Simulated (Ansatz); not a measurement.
Molecule: C₃H₈B, charge 0, multiplicity 2. It need not be the lowest isomer of its formula. 
Coordinates optimised at B3LYP-D3(BJ)/def2-TZVP (Ansatz, a quantum-chemistry and plane-wave program):
SMILES: [CH2]B(C)C
```xyz
12

B      0.0628    -0.0113     0.0034
C      1.5752    -0.2837     0.0843
C     -0.4662     1.4649    -0.1254
C     -0.9570    -1.2086     0.0493
H      1.9928    -1.2796     0.2047
H      2.3232     0.5023     0.0263
H      0.2661     2.1771    -0.5114
H     -0.7391     1.8108     0.8819
H     -1.3818     1.5404    -0.7183
H     -1.8977    -0.9498     0.5428
H     -1.2275    -1.4567    -0.9872
H     -0.5623    -2.1238     0.4956
```
Charge 0, spin multiplicity 2.

Parts of the frozen-core correlation energy in 6-31G (Ansatz, hartree). Frozen orbitals: 4; correlated occupied orbitals by spin: 12 and 11; virtual: 36 and 37. UHF or UKS for open shells. No spin-orbit coupling. No relativistic terms.

| term | value |
|---|---|
| reference (HF) | -142.87478 |
| MP2 opposite-spin | -0.23955 |
| MP2 same-spin | [?] |
| CCSD correlation | [?] |
| (T) | [?] |
| T1 diagnostic | 0.009 |
| largest doubles amplitude | 0.019 |
| <S^2> of the reference | 0.757 |

Q: What belongs in the gaps?

A: 
- MP2 same-spin, value: -0.06084
- CCSD correlation, value: -0.35105
- (T), value: -0.00750
